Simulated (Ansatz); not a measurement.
Molecule: C$_{3}$H$_{4}$N$_{3}$, charge 1, multiplicity 1. It need not be the lowest isomer of its formula. 
Structure (B3LYP-D3(BJ)/def2-TZVP (Ansatz, a quantum-chemistry and plane-wave program) minimum search):
```
N
H 1 1.0172
C 1 1.3514 2 120.21
N 3 1.3067 1 121.12 2 180.00
C 4 1.3382 3 116.44 1 0.00
N 5 1.3382 4 125.30 3 0.00
C 6 1.3067 5 116.44 4 0.00
H 5 1.0839 6 117.35 7 180.00
H 7 1.0842 6 121.01 5 180.00
H 3 1.0842 4 121.01 5 -180.00
```
Charge +1, spin multiplicity 1.

Parts of the frozen-core correlation energy in cc-pwCVTZ (Ansatz, hartree). Frozen orbitals: 6; correlated occupied orbitals by spin: 15 and 15; virtual: 293 and 293. No spin-orbit coupling. Non-relativistic.

```csv
term,value
reference (HF),-279.13349
MP2 opposite-spin,-0.77544
MP2 same-spin,?
CCSD correlation,?
(T),?
T1 diagnostic,0.018
largest doubles amplitude,0.076
```

What belongs in the gaps?


- MP2 same-spin, value: -0.26778
- CCSD correlation, value: -1.05572
- (T), value: -0.05674
